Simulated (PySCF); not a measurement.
ReOCl3, SMILES [Cl][Re]([Cl])(=[O])[Cl] (connectivity only; charge and spin as stated), neutral, multiplicity 3. Atoms are numbered in the order given.

```xyz
5

Re     0.0000     0.0000    -0.2591
O      0.0000     0.0000    -1.9446
Cl     1.7867     1.0316     0.6860
Cl    -1.7867     1.0316     0.6860
Cl     0.0000    -2.0631     0.6860
```
Charge 0, spin multiplicity 3.

Geometry: r2SCAN-D4/def2-SVP. The multiplicity is an assumed one; other spin states were not compared. The def2 effective core potentials stand for the cores of Re; spin–orbit coupling is left out.

The numbers are results of TDA-PBE/def2-SVPD (PySCF), not measurements.

Vertical excitations; the highest root listed may be one member of a degenerate set. 

```
state    energy (eV)  λ (nm)      f                                     main pairs
-------  -----------  ------  -----  ---------------------------------------------
root 1          1.86     665  0.000         α HOMO→LUMO+1 50 %, α HOMO−1→LUMO 50 %
root 2          1.96     632  0.000  α HOMO→LUMO, α HOMO−1→LUMO+1 (degenerate set)
root 3          1.96     632  0.000  α HOMO−1→LUMO, α HOMO→LUMO+1 (degenerate set)
root 4          2.05     606  0.003         α HOMO−1→LUMO+1 49 %, α HOMO→LUMO 49 %
root 5          2.24     555  0.003                 α HOMO→LUMO+2 (degenerate set)
root 6          2.24     555  0.003               α HOMO−1→LUMO+2 (degenerate set)
root 7          3.54     350  0.007                   β HOMO→LUMO (degenerate set)
root 8          3.54     350  0.007                 β HOMO→LUMO+1 (degenerate set)
root 9          3.67     337  0.000       β HOMO−1→LUMO+1 50 %, β HOMO−2→LUMO 50 %
root 10         3.68     337  0.001       β HOMO−2→LUMO+1 49 %, β HOMO−1→LUMO 49 %
```
Unrestricted roots are not spin-pure.
